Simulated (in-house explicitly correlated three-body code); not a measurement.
Computed with an exponentially correlated three-body code. Model: two electrons around a point charge, non-relativistic, variational in 260 exponentially correlated functions (energies converged to about 1e-7 hartree, or 1e-8 relative for large Z).

Command:
```bash
python run_hyl.py task.json out
```
Settings (lengths in bohr, energies in hartree):
```
Z                      1.25
screening              0.0438
interaction_strength   1
functions              260
states_tried           13
```

Run time, properties included: 30 s on 1 thread of Intel(R) Xeon(R) 6975P-C (Granite Rapids), on a shared host.

**Those bound S and P states to n = 4 that converged, binding against the one-electron ion.**

Given: nuclear charge 1.25; Yukawa screening of all interactions 0.0438 1/bohr.

Computed: one-electron threshold -0.727906738 hartree.

```tsv
term	energy (hartree)	binding (eV)
1 1S	-0.869421799	3.8508
2 3S	-0.735469137	0.20578
2 1S	?	?
2 3P	-0.728696245	0.021484
2 1P	-0.728623919	0.019515
3 3S	-0.728051565	0.0039409
```

(1) What belongs in the row 2 1S?

**Converged states only, values per electron or pair (inverse distances are <exp(-kr)/r>).**

```csv
term,mean r (bohr),mean r squared (bohr²),mean inverse r (1/bohr),mean r12 (bohr),mean inverse r12 (1/bohr),mean cosine,mean p1 dot p2 (bohr⁻²),delta r1 (bohr⁻³),delta r12 (bohr⁻³)
1 1S,1.7787,4.611,0.8951,2.8085,0.43627,-0.095211,0.06394,0.36123,0.011202
2 3S,6.8966,98.408,0.63809,12.678,0.065712,-0.010798,0.00076939,0.31201,-
2 1S,9.2194,180.07,0.62607,17.296,0.043248,-0.0061424,0.0010513,0.31143,0.00020115
2 3P,14.294,483.2,0.6143,27.423,0.022485,-0.0032414,-0.00041929,0.31018,-
2 1P,?,?,?,?,?,?,?,?,?
3 3S,33.126,2667.6,0.60571,65.066,0.0049512,-0.00063503,4.3334e-05,0.31029,-
```

(2) What belongs in the row 2 1P?

**Electric-dipole lines between converged S and P states, rate of the upper state's decay.**

| s state | p state | p minus s (eV) | oscillator strength from s | rate (1/s) |
| --- | --- | --- | --- | --- |
| 1 1S | 2 1P | 3.8313 | 0.016267 | 3.4537e+06 |
| 2 1S | 2 1P | 0.098538 | 0.81788 | 114860 |
| 2 3S | 2 3P | ? | ? | ? |
| 3 3S | 2 3P | -0.017543 | -0.30538 | 4078 |

(3) What belongs in the row 2 3S 2 3P?

Answers

(1) energy (hartree): -0.732245124; binding (eV): 0.11805.

(2) mean r (bohr): 14.843; mean r squared (bohr²): 521.65; mean inverse r (1/bohr): 0.61347; mean r12 (bohr): 28.519; mean inverse r12 (1/bohr): 0.020692; mean cosine: -0.0024421; mean p1 dot p2 (bohr⁻²): 0.00024044; delta r1 (bohr⁻³): 0.31028; delta r12 (bohr⁻³): 1.0129e-06.

(3) p minus s (eV): 0.1843; oscillator strength from s: 0.73354; rate (1/s): 360380.
